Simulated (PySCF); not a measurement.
## As⁺: ionisation energy

As⁺ [Ar] 3d10 4s2 4p2 (3P) → As²⁺ [Ar] 3d10 4s2 4p1 (2P), as a difference of total energies. All numbers are calculated (PySCF 2.14, the non-relativistic Hamiltonian (point nucleus), in pcseg-2 (6s5p3d1f, 43 functions)). Correlated levels: valence: [Ar] 3d10 frozen. The calculations carry no spin-orbit coupling.

| method | ionisation energy (eV) | difference from reference (eV) |
| --- | --- | --- |
| UHF | 17.996 | -0.593 |
| LDA | 18.678 | +0.089 |
| PBE0 | 18.577 | -0.012 |
| MP2 (valence) | 18.364 | -0.225 |
| SCS-MP2 (valence) | 18.290 | -0.299 |
| CCSD (valence) | 18.395 | -0.194 |
| CCSD(T) (valence) | 18.419 | -0.170 |

Reference: 18.589 eV (measured; NIST Atomic Spectra Database, ionization energies).

These non-relativistic numbers lack the scalar-relativistic shift.

The reference lies between the lowest fine-structure levels, while these numbers refer to the centres of the terms.

Errors of the correlated levels include the incompleteness of this basis and the frozen core.
